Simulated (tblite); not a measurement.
Species: C7H16BN.
SMILES with atom numbers: `[CH3:1][N:2]([CH3:3])[BH:4][CH:5]1[CH2:6][CH2:7][CH2:8][CH2:9]1` (hydrogens: H10, H11, H12 on C1; H13, H14, H15 on C3; H16 on B4; H17 on C5; H18, H19 on C6; H20, H21 on C7; H22, H23 on C8; H24, H25 on C9)

Structure used (GFN2-xTB), in Å, numbered top down from 1:
```
atom  x, y, z in Å
C1     3.3654   -0.4148    0.6233
N2     2.0237    0.1145    0.5108
C3     2.0494    1.5459    0.3107
B4     0.8896   -0.6735    0.5721
C5    -0.5835   -0.0829    0.4060
C6    -0.9599    0.1773   -1.0658
C7    -2.4991    0.1743   -1.1152
C8    -2.9658   -0.3833    0.2392
C9    -1.7159   -1.0143    0.8513
H10    3.8857    0.0363    1.4747
H11    3.3308   -1.4911    0.7646
H12    3.9423   -0.1947   -0.2809
H13    2.5543    1.7921   -0.6294
H14    2.5959    2.0344    1.1240
H15    1.0410    1.9440    0.2782
H16    1.0394   -1.8290    0.7229
H17   -0.7140    0.8581    0.9540
H18   -0.5418    1.1129   -1.4368
H19   -0.5656   -0.6301   -1.6854
H20   -2.8896    1.1800   -1.2745
H21   -2.8547   -0.4483   -1.9366
H22   -3.7808   -1.0986    0.1299
H23   -3.3173    0.4283    0.8795
H24   -1.7825   -1.1026    1.9355
H25   -1.5580   -2.0107    0.4358
```

Computed with GFN2-xTB (tblite): harmonic, unscaled wavenumbers at the GFN2-xTB geometry, gas phase. Against measured fundamentals such values can be off by several per cent, at times by over 20. Modes of hydrogen on boron can be 10 to 20 % off. One conformer, not necessarily the lowest.

Harmonic wavenumbers (cm⁻¹): 32.4, 55.4, 83.4, 117.5, 158.9, 176.5, 228.9, 293.9, 309.6, 365.8, 412.9, 459.1, 581.5, 620.2, 755.2, 806.6, 844.7, 869.1, 910.9, 961.4, 984.8, 1008.1, 1009.5, 1033.2, 1045.1, 1062.5, 1089.2, 1113.5, 1115.0, 1138.2, 1140.4, 1177.6, 1188.1, 1201.4, 1222.4, 1235.6, 1253.3, 1279.0, 1307.2, 1317.1, 1323.7, 1341.4, 1411.6, 1417.8, 1468.1, 1475.3, 1484.9, 1487.7, 1489.3, 1496.6, 1501.5, 1516.8, 1526.0, 2589.9, 2906.1, 2924.2, 2925.6, 2947.0, 2954.2, 2960.8, 2968.7, 2979.9, 2989.8, 2991.1, 2996.2, 3000.6, 3003.2, 3053.2, 3072.1.

A = 3826, B = 784.3, C = 719.0 MHz; mass 125.138 u (most abundant isotopes); point group C1, symmetry number 1.

Question: What is the zero-point energy?

Answer: ½Σν̃ = 49084 cm⁻¹ = 140.34 kcal/mol.

Question: What is S at 350 K and 1 bar for an ideal gas of classical rigid rotors and harmonic oscillators?

Answer: Translation 41.21, rotation 29.87, vibration 38.67: S = 109.7 cal/(mol K).

Question: And Cp and H(350 K) − H(0)?

Answer: Cp = 47.47 cal/(mol K), of which vibrations give 39.52 (their classical limit is 69 R = 137.1); H(350 K) − H(0) = 9.60 kcal/mol without the zero-point energy, 6.82 from vibrations.

Question: Blend soft modes into free rotors: weight 1/[1 + (100 cm⁻¹/ν̃)⁴] for the oscillator and the rest for a rotor with moment μB/(μ + B), μ = h/(8π²ν), B = 10⁻⁴⁴ kg m². What vibrational entropy results?

Answer: 34.73 cal/(mol K) in place of 38.67, which changes −T·S at 350 K by +1.38 kcal/mol.

Question: How do the functions run with temperature in this model?

Answer: 
```tsv
T (K)	S (cal/(mol K))	Cp (cal/(mol K))	H − H(0) (kcal/mol)	G − H(0) (kcal/mol)	ln q(vib)
100	72.1	20.1	1.41	-5.80	2.41
200	88.9	29.4	3.89	-13.89	5.42
300	102.9	40.9	7.39	-23.49	8.26
500	129.9	66.1	18.15	-46.79	13.90
800	167.2	92.5	42.27	-91.48	22.47
1000	189.1	104.2	62.00	-127.15	28.02
```

q(vib) and H(0) count from the zero-point level.

Question: Which modes carry the vibrational entropy at 350 K?

Answer: 32.4 cm⁻¹: 5.99; 55.4 cm⁻¹: 4.93; 83.4 cm⁻¹: 4.12; 117.5 cm⁻¹: 3.45; 158.9 cm⁻¹: 2.87; 176.5 cm⁻¹: 2.67 cal/(mol K); the other 63 give 14.63 together.

Hindered rotation and anharmonicity are outside this model. Other conformers, if any are populated, would add a mixing term that is left out. The structure is chiral; the term R ln 2 for an equal mix with its mirror image is left out.
